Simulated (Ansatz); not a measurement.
Calculated with Ansatz (gas phase, PBE0-D4/def2-TZVP geometries, no zero-point term in ΔE). CBS: MP2 limit from def2 TZ/QZ plus the TZ coupled-cluster correction, frozen cores. This one scheme is used for every species. Functionals use def2-TZVPP. B3LYP here is the variant with VWN-RPA as its local correlation; programs differ in this. One conformer a species, not always the lowest.

Consider the cleavage of the Si–Al bond: `[NH2][Al]([NH2])[SiH2][SiH3]` + `NCF` → `FCN[SiH2][SiH3]` + `[NH2][AlH][NH2]`.

(1) Is it downhill or uphill in electronic energy at CCSD(T)/CBS, and by how much? (An estimate is asked.)

(2) What do these levels give: PBE-D4, r2SCAN-D4, B3LYP-D4, ωB97M-V, B2PLYP, r2SCAN, PBE0, HF/def2-TZVPP, MP2/def2-TZVPP, SCS-MP2/def2-TZVPP, CCSD/def2-TZVPP, HF/def2-QZVPP? (Best estimate.)

Largest T1 diagnostic among the species: 0.012.

Answers

(1) The calculation gave: Downhill: ΔE = -17.4 kJ/mol.

(2) The calculation gave: PBE-D4 -0.2, r2SCAN-D4 -12.2, B3LYP-D4 -19.6, ωB97M-V -23.7, B2PLYP -21.0, r2SCAN -12.1, PBE0 -3.2, HF/def2-TZVPP -32.0, MP2/def2-TZVPP -23.3, SCS-MP2/def2-TZVPP -26.5, CCSD/def2-TZVPP -18.5, HF/def2-QZVPP -33.8 kJ/mol.

In def2-TZVPP, CCSD(T) changes the Hartree–Fock value by +15.7 kJ/mol (the triples alone add +2.2 kJ/mol) and MP2 by +8.7 kJ/mol. From PBE to PBE0 (25 % exact exchange), in def2-TZVPP and without D4, ΔE moves by −4.0 kJ/mol.
